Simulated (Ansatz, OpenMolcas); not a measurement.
AsH2 (SMILES [AsH2]): the energy, rung by rung

AsH2 has 3 atoms, charge 0, and is taken as a doublet. As SMILES, `[AsH2]`. Geometry: relaxed at PBE0-D4/def2-TZVP.

```xyz
3

As   -0.5733    0.3274   -0.2748
H     0.6804    0.7957    0.4591
H    -0.1071   -1.1232   -0.1843
```

Each level gives the energy change with the As1–H2 bond stretched from 1.526 to 2.747 Å (eV). The values are calculated.

| level | kind | program | value (eV) | less CCSD(T)/cc-pVTZ | CPU time (all runs) |
| --- | --- | --- | --- | --- | --- |
| UHF/cc-pVTZ | Hartree–Fock | OpenMolcas | 2.03 | -0.66 | 21 s |
| U-revPBE/cc-pVTZ | GGA | OpenMolcas | 2.63 | -0.06 | 54 s |
| UTPSS/cc-pVTZ | meta-GGA | OpenMolcas | 2.68 | -0.01 | 75 s |
| UB3LYP/cc-pVTZ | global hybrid | Ansatz | 2.74 | +0.05 | 12 s |
| UBHLYP/cc-pVTZ | global hybrid | Ansatz | 2.76 | +0.07 | 11 s |
| U-wB97M-V/cc-pVTZ | range-separated hybrid | Ansatz | 2.84 | +0.15 | 61 s |
| UB2PLYP/cc-pVTZ | double hybrid | Ansatz | 2.81 | +0.12 | 14 s |
| RPA@PBE0/cc-pVTZ | RPA | Ansatz | 2.86 | +0.17 | 15 s |
| ROCCSD(T)/cc-pVTZ | coupled cluster or CI | OpenMolcas | 2.69 | 0.00 | 55 s |

Differences are taken from ROCCSD(T)/cc-pVTZ for orientation; it has basis-set and higher-order errors of its own. At this stretch a single reference begins to fail. All-electron rows without a relativistic Hamiltonian named are non-relativistic. The first shape isn't each level's own minimum. The values span 2.03 to 2.86 eV. Spin contamination of the reference (⟨S²⟩ at least 0.1 too high) touches UHF/cc-pVTZ, U-revPBE/cc-pVTZ, UTPSS/cc-pVTZ, UB3LYP/cc-pVTZ, UBHLYP/cc-pVTZ, U-wB97M-V/cc-pVTZ, UB2PLYP/cc-pVTZ, RPA@PBE0/cc-pVTZ. In the correlated wave-function rows the outer d shell of As is correlated, in sets not made for it. Times are those of the runs behind each value, whatever else they computed, on shared processors of several kinds: orders of magnitude only.
